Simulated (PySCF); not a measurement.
These are PySCF with TPSSh-D3(BJ)/def2-TZVP // CAM-B3LYP-D3(BJ)/def2-TZVP values and carry that method's errors. Isolated molecules, 0 K electronic values unless said otherwise. One relaxed conformer stands for a flexible species; it need not be the lowest. Delta-SCF ions had no search for a lower state. Excitations are Tamm–Dancoff values on a coarser integration grid. The basis has no diffuse functions, so Rydberg states are missing or too high.

Reference species (SMILES): `C=C([SiH3])C(=C)Cl` (Si–C–C–Cl torsion 45°) (neutral, multiplicity 1).

```yaml
HOMO–LUMO gap: 5.01 eV
vertical ionisation energy (Delta-SCF): 8.98 eV
brightest of the four lowest singlets (TDA): 6.21 eV
```

After one change: the HOMO–LUMO gap falls by 0.52 eV; the vertical ionisation energy (Delta-SCF) drops by 0.44 eV; the brightest of the four lowest singlets (TDA) falls by 0.69 eV.

### Question
Name the change that produced these shifts. The new species is one of these.
A. `C=C(Cl)/C=C\[SiH3]` (Cl–C–C–C torsion 0°)
B. `C=C/C(Cl)=C\[SiH3]` (C–C–C–Cl torsion 0°)
C. `[SiH3]/C=C/C=C/Cl` (C–C–C–C torsion 180°)
D. `C=C/C(Cl)=C/[SiH3]` (C–C–C–Cl torsion 0°)

### Answer
C, `[SiH3]/C=C/C=C/Cl` (C–C–C–C torsion 180°)
